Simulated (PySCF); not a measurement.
F$_{4}$Ta (SMILES [F][Ta]([F])([F])[F]), doublet, at a GFN2-xTB geometry (such geometries of metal compounds can be far from the true shape) (the multiplicity is a formal guess) (core potentials on Ta). Base run: DF-SVWN5/def2-TZVP (PySCF).

Here is a job for PySCF.
```python
from pyscf import gto, scf, dft

mol = gto.M(
    atom='''
Ta    0.000000    0.000000   -0.000000
F     0.518867    1.166942   -1.289565
F     0.103893   -1.250268    1.311484
F    -0.441613   -1.253824   -1.235661
F    -0.181148    1.337150    1.213741
''',
    basis='def2-tzvp',
    ecp={'Ta': 'def2-tzvp'},
    charge=0,
    spin=1,
    verbose=5,
)

mf = dft.UKS(mol)
mf.xc = 'lda,vwn'
mf = mf.density_fit(auxbasis='def2-universal-jkfit')
mf.kernel()
```

Variants of this job, named by their change:

```tsv
change	ΔE vs base (µEh)	grid points	electrons on the grid
base	0.0	81056	49.00000
grids.atom_grid = (75, 302)	-1.9	70704	49.00005
grids.prune = off	-0.4	134000	49.00000
grids.level = 2	-1.6	61976	49.00005
grids.prune = dft.gen_grid.treutler_prune	-0.6	72720	49.00000
grids.becke_scheme = stratmann	-0.1	81056	48.99999
grids.atom_grid = (50, 194)	-327	32768	49.00038
grids.level = 4	-13.7	149992	49.00001
grids.level = 5	1.4	226512	49.00000
grids.level = 1	-270	30080	49.00034
grids.radi_method = mura_knowles	0.2	75624	49.00000
```

Open shells are given as the SCF converged; they aren't shown to be the lowest states, and a large step between rows can be another state.
